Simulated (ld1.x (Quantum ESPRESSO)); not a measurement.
# Varying the TM potential for nitrogen

Base potential:

- Element: N
- Generator: ld1.x (Quantum ESPRESSO) 7.5
- Type: norm-conserving Troullier–Martins (Kleinman–Bylander form)
- Functional: PBE
- Relativity: scalar-relativistic
- Frozen core: [He]
- Valence charge: 5
- Reference configuration: 2s2 2p2 (charge +1)
- Partial waves: 2s (bound): rc 0.75 bohr; 2p (bound): rc 1.20 bohr; 3d channel at 0.05 Ry: rc 1.20 bohr
- Local potential: all-electron potential smoothed inside 0.70 bohr (lloc = -1)
- Core correction: none

Cutoffs, loose and tight: the cutoffs (Ry, on a coarse ladder) from which the occupation-weighted sum of valence levels, in a spherical-Bessel basis at the reference potential, stays within 10 and 1 mRy of its value at 400 Ry. They do not see the model core or the augmentation charge, which bear on the density cutoff. Test errors are all-electron minus pseudo excitation energies from the reference, over the configurations 2s2 2p3; 2s2 2p1; 2s2 2p0; 2s2 2p3.3; 2s2 2p2.5; 2s1 2p4; 2s1 2p0. A dash means not determined; rows that change the core or the reference have their own tests.

| change | outcome | cutoff, loose | cutoff, tight | bound ghosts | largest test error (meV) |
| --- | --- | --- | --- | --- | --- |
| base | generated | 110 Ry | 230 Ry | none | +654 |
| local potential all-electron potential smoothed inside 0.64 bohr (lloc = -1) | generated | 110 Ry | 230 Ry | none | +655 |
| local potential all-electron potential smoothed inside 0.72 bohr (lloc = -1) | generated | 110 Ry | 230 Ry | none | +654 |
| local potential all-electron potential smoothed inside 0.88 bohr (lloc = -1) | generated | 110 Ry | 230 Ry | none | +651 |
| local potential all-electron potential smoothed inside 1.02 bohr (lloc = -1) | generated | 110 Ry | 230 Ry | none | +647 |
| local potential all-electron potential smoothed inside 1.08 bohr (lloc = -1) | generated | 110 Ry | 230 Ry | none | +645 |
| local potential all-electron potential smoothed inside 1.26 bohr (lloc = -1) | generated | 110 Ry | 230 Ry | none | +635 |
| local potential all-electron potential smoothed inside 1.40 bohr (lloc = -1) | generated | 110 Ry | 230 Ry | none | +620 |

What comes out with this change to the base: local potential all-electron potential smoothed inside 0.46 bohr (lloc = -1)?

outcome: generated; cutoff, loose: 100 Ry; cutoff, tight: 230 Ry; bound ghosts: none; largest test error (meV): +668.

Reading the sweep of the rcloc (base included, trends over the rows without a ghost): The loose cutoff stays near 110 Ry. The median size of the test errors (rows with all tests solved) stays near 35.0 meV.
